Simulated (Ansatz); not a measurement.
ClH6NO3Si2, SMILES `O[SiH](O)N[SiH](O)Cl`, relaxed with RKS PBE0-D4/def2-TZVP in Ansatz from a GFN2-xTB geometry. The force threshold is 0.005 eV/Å; the program also tests the step.

The species carries charge 0 and has multiplicity 1.

Start:

```xyz
13

O     1.809   -1.838    0.016
Si    1.115   -0.403    0.345
O     1.455    0.547   -0.934
N    -0.604   -0.531    0.434
Si   -1.756    0.656   -0.081
O    -0.981    1.879   -0.786
Cl   -2.757    1.383    1.498
H     1.665   -2.585    0.586
H     1.694    0.206    1.535
H     2.095    0.218   -1.562
H    -0.969   -1.285    0.989
H    -2.698    0.031   -0.999
H    -0.069    1.720   -1.042
```

Question: How much energy does the relaxation release, and in how many steps? (Estimate.)

Answer: The calculation gave: 4.83 kcal/mol, in 31 steps, 6 of them rejected.

Question: Which bonds change most? (An estimate is asked.)

Answer: The calculation gave: Si5–Cl7 from 2.006 to 2.060 Å; Si2–H9 from 1.457 to 1.481 Å; Si2–O3 from 1.629 to 1.648 Å; Si5–H12 from 1.456 to 1.473 Å.

Question: Give the relaxed structure. (An estimate is asked.)

Answer: Ansatz gave: 
```xyz
13

O     1.521   -1.678   -0.566
Si    1.135   -0.458    0.459
O     1.625    0.891   -0.351
N    -0.530   -0.269    0.797
Si   -1.745    0.449   -0.188
O    -1.031    1.221   -1.424
Cl   -2.835    1.704    1.028
H     1.296   -2.576   -0.321
H     1.830   -0.635    1.755
H     2.371    0.771   -0.943
H    -0.788   -0.432    1.760
H    -2.726   -0.495   -0.750
H    -0.123    1.505   -1.255
```
